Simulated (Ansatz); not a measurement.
## Abstraction of Cl: C2H5ClSi + SnH2Cl → C2H5Si + SnH2Cl2

Species: C2H5ClSi `C=C[SiH2]Cl`, singlet; SnH2Cl `[Cl][SnH2]`, doublet; C2H5Si `C=C[SiH2]`, doublet; SnH2Cl2 `[Cl][SnH2][Cl]`, singlet. A radical takes Cl: the energy is the difference in strength between the Si–Cl bond broken and the Sn–Cl bond made.

Shapes, held fixed at every level: PBE0-D4/def2-TZVP. Flexible molecules stand in one conformer, not always the lowest. Programs: Ansatz 0.2.0. The zero-point and thermal change to 298 K, harmonic and unscaled (PBE0-D4/def2-TZVP), is -2.3 kJ/mol.

| level | kind | ΔH(298 K) (kJ/mol) |
| --- | --- | --- |
| HF/def2-TZVPP | Hartree–Fock | +65.0 |
| SPW92/def2-TZVPP | LDA | +72.7 |
| PBE-D4/def2-TZVPP | GGA | +68.3 |
| r2SCAN-D4/def2-TZVPP | meta-GGA | +67.6 |
| BHLYP-D4/def2-TZVPP | global hybrid | +75.0 |
| PBE0-D4/def2-TZVPP | global hybrid | +69.7 |
| B2PLYP/def2-TZVPP | double hybrid | +76.4 |

B2PLYP/def2-TZVPP gives ΔH(298 K) = +76.4 kJ/mol; the levels span +65.0 to +76.4. The median of the levels is +69.7. No measured value is set beside it here. Spin contamination: C2H5Si (⟨S²⟩ up to 0.90). Open shells run unrestricted. For atoms past krypton def2 sets carry core potentials with scalar relativity. Outer-core shells of Sn are correlated, in sets that cover them unevenly.
